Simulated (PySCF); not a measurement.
CH4B3NO3.
Atom-mapped SMILES: `[CH2:1]=[N:2][B:3]1[O:4][BH:5][O:6][BH:7][O:8]1` (hydrogens: H9, H10 on C1; H11 on B5; H12 on B7)

Structure used (PBE0-D3(BJ)/def2-SVP), in Å, numbered top down from 1:
```
atom  x, y, z in Å
C1    -3.002    0.524    0.425
N2    -1.882    0.283   -0.073
B3    -0.493    0.383    0.071
O4     0.221   -0.647    0.659
B5     1.583   -0.597    0.704
O6     2.245    0.476    0.162
B7     1.548    1.511   -0.410
O8     0.186    1.467   -0.456
H9    -3.139    1.034    1.399
H10   -3.931    0.232   -0.097
H11    2.206   -1.487    1.222
H12    2.139    2.455   -0.866
```

The closed-shell ground state was solved at several levels (PySCF, density fitting, gas phase, non-relativistic).

```
          level  basis functions  HOMO (eV)  LUMO (eV)  gap (eV)  dipole (D)
B3LYP/def2-SVPD              201      -7.44      -1.50      5.94        2.38
  PBE0/pcSseg-1              156      -7.63      -1.17      6.46        2.51
    B3LYP/pcJ-1              256      -7.41      -1.41      6.00        2.47
```

Problem. What might wB97X-D/pcSseg-2 (344 basis functions) give for the same quantities?

Solution. HOMO -9.48 eV, LUMO 0.69 eV, gap 10.17 eV, dipole 2.36 D.

Problem. Over all these levels, which gives the widest orbital gap and which the narrowest?

Solution. wB97X-D/pcSseg-2 (range-separated hybrid) has the widest, 10.17 eV, and B3LYP/def2-SVPD (global hybrid, 20 % exact exchange) the narrowest, 5.94 eV. Functional and basis both differ between the two, so the spread mixes both effects.

Problem. How far do the dipole and the HOMO energy spread over the levels?

Solution. The dipole runs from 2.36 to 2.51 D (mean 2.43 D) and the HOMO from -9.48 to -7.41 eV.

One conformer stands for the species.
